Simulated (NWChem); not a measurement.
System: CH$_{2}$NS, doublet; SMILES N[C]=S

The following NWChem deck was run.

```
start job
memory heap 200 mb stack 900 mb global 1100 mb
geometry units angstroms noautoz
  N      0.147998     1.585452     0.000000
  C     -0.426398     0.405154     0.000000
  S      0.039413    -1.121665     0.000000
  H      1.162338     1.702191     0.000000
  H     -0.410875     2.431046     0.000000
end
basis spherical
  N library 6-31g*
  C library 6-31g*
  S library 6-31g*
  H library 6-31g*
end
dft
  odft
  mult 2
  xc m06-2x
  iterations 150
  mulliken
end
task dft energy
```

In the optimisation the excess spin sits in a' (Cs, its own frame). Coordinates come from a PBE0/def2-SVP, spin-unrestricted optimisation. No stability test was run on the SCF state.

What results follow from this input? (M06-2X/6-31G* (spherical d), spin-unrestricted.) Quantities: energy (Ha); highest occupied level (eV); lowest empty minus highest occupied level, either spin (eV); dipole (D); <S²>.


```json
{
  "energy (Ha)": "-492.10",
  "highest occupied level (eV)": "-6.44",
  "lowest empty minus highest occupied level, either spin (eV)": "5.42",
  "dipole (D)": "4.05",
  "<S²>": "0.755"
}
```
